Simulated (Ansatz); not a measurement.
`F[Si]1(Br)CC1`. Total charge 0; spin multiplicity 1. Geometry: relaxed with PBE0-D4/def2-TZVP.

```xyz
9

F     1.524   -1.357   -1.146
Si    0.291   -0.392   -0.884
Br   -0.729   -0.015   -2.784
C     0.352    0.834    0.441
C    -0.587   -0.434    0.694
H     1.220    0.895    1.092
H    -0.164    1.785    0.349
H    -1.650   -0.222    0.748
H    -0.256   -1.095    1.489
```

What is the dipole moment at ωB97M-V/def2-TZVPP? (Estimate.)

The calculation gave: 1.41 D, with components (-0.53, 0.62, 1.15) D in this frame, pointing from negative to positive charge.

And with PBE, r2SCAN, B3LYP? (An estimate is asked.)

Ansatz gave: PBE 1.49 D, r2SCAN 1.52 D, B3LYP 1.48 D.

Give the Mulliken charges with ωB97M-V, r2SCAN, PBE in def2-TZVPP. (An estimate is asked.)

The calculation gave: 
```json
{"atom": "F1", "ωB97M-V": "-0.29", "r2SCAN": "-0.30", "PBE": "-0.26"}
{"atom": "Si2", "ωB97M-V": "0.61", "r2SCAN": "0.64", "PBE": "0.51"}
{"atom": "Br3", "ωB97M-V": "-0.15", "r2SCAN": "-0.18", "PBE": "-0.16"}
{"atom": "C4", "ωB97M-V": "-0.30", "r2SCAN": "-0.23", "PBE": "-0.23"}
{"atom": "C5", "ωB97M-V": "-0.30", "r2SCAN": "-0.23", "PBE": "-0.23"}
{"atom": "H6", "ωB97M-V": "0.11", "r2SCAN": "0.08", "PBE": "0.09"}
{"atom": "H7", "ωB97M-V": "0.11", "r2SCAN": "0.07", "PBE": "0.09"}
{"atom": "H8", "ωB97M-V": "0.11", "r2SCAN": "0.07", "PBE": "0.09"}
{"atom": "H9", "ωB97M-V": "0.11", "r2SCAN": "0.08", "PBE": "0.09"}
```

B3LYP here is the variant with VWN-RPA as its local correlation; programs differ in this.
